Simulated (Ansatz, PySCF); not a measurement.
Spin states of H2Mo (SMILES [MoH2]), each relaxed with B3LYP-D3(BJ)/def2-TZVP.
State 1 (charge 0, multiplicity 5):
```xyz
3

Mo     0.598     0.129     0.219
H     -0.091    -1.411    -0.072
H     -0.541     1.330    -0.217
```
State 2 (charge 0, multiplicity 1):
```xyz
3

Mo     0.62163     0.13319     0.22780
H     -0.10944    -1.36843    -0.07853
H     -0.54536     1.28261    -0.21959
```

Singlets are restricted, other states unrestricted; no spin–orbit coupling, no relativity up to Kr; see below for the cores. The largest T1 diagnostic is 0.033.

Correlated levels freeze the inner cores; with def2 sets outer-core shells near the valence are correlated too. CBS: X⁻³ extrapolation of the correlation energy, Hartree–Fock from the larger set.

Run with Ansatz (a first-principles code) with Gaussian orbitals; PySCF for the dispersion terms. Each number belongs to the level named beside it. In def2 rows elements past Kr take small-core potentials, without spin–orbit coupling.

PBE/def2-TZVPP gives 259.5 kJ/mol for the energy of the multiplicity-1 state less that of the multiplicity-5 state.

**Question.** Predict the shift from PBE, with its sign, for: PBE-D3(BJ)/def2-TZVPP, r2SCAN/def2-TZVPP, B3LYP/def2-TZVPP, wB97M-V/def2-TZVPP, B2PLYP/def2-TZVPP, CCSD(T)/CBS(def2-SVP, def2-TZVPP).

**Answer.** PBE-D3(BJ)/def2-TZVPP 0.0; r2SCAN/def2-TZVPP 46.0; B3LYP/def2-TZVPP -30.5; wB97M-V/def2-TZVPP -41.0; B2PLYP/def2-TZVPP -21.5; CCSD(T)/CBS(def2-SVP, def2-TZVPP) -21.7 kJ/mol. 1 of 6 lie above PBE; the widest gap is to r2SCAN/def2-TZVPP.

Doubts at one or more of the structures used: a restricted determinant that unrestricted orbitals would lower (B2PLYP/def2-TZVPP, CCSD(T)/CBS(def2-SVP, def2-TZVPP)).
